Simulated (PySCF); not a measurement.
```xyz
5
charge 0 multiplicity 3, angstrom
Pd    0.0945    0.0001   -0.0225
F     1.3089    0.0014    1.3847
F    -1.3481   -0.0011    1.1094
F    -0.2432    1.5009   -1.1581
F    -0.2404   -1.5017   -1.1577
```

These are results of UPBE0 in PySCF with Pd def2-SVP with ECP28, F def2-SVP; scalar-relativistic core potentials, no spin–orbit coupling; density-fitted integrals, not measurements.

This geometry of PdF₄ is a stationary point at this level.

(1) What is the point group?

(2) Is it a minimum?

(3) List the harmonic modes with their infrared intensities.

(4) Give the atomic charges and bond orders.

Answers

(1) Cs.

(2) No: it has 1 imaginary mode, at 262i cm⁻¹ (a'').

(3) 
```
symmetry  ω (cm⁻¹)  IR (km/mol)     type
     a''      262i            –     bend
     a''        93         13.4     bend
      a'        95         14.1     bend
      a'       127          3.1     bend
      a'       171         10.0     bend
     a''       510         22.3  stretch
      a'       565          2.5  stretch
      a'       590         56.7  stretch
      a'       653         20.3  stretch
```

(4) 
```tsv
atom	Mulliken	Löwdin	polar tensor	spin (Mulliken)	Mayer order to Pd1
Pd1	1.12	0.43	1.42	1.06	–
F2	-0.29	-0.11	-0.45	0.20	0.92
F3	-0.24	-0.06	-0.30	-0.04	0.95
F4,5	-0.29	-0.13	-0.34	0.39	0.89
```

This need not be the most stable arrangement of these atoms. With open d or f shells other occupations or spin states may lie lower. At this level a triplet minimum of D2h symmetry lies 85 kJ/mol below this structure.
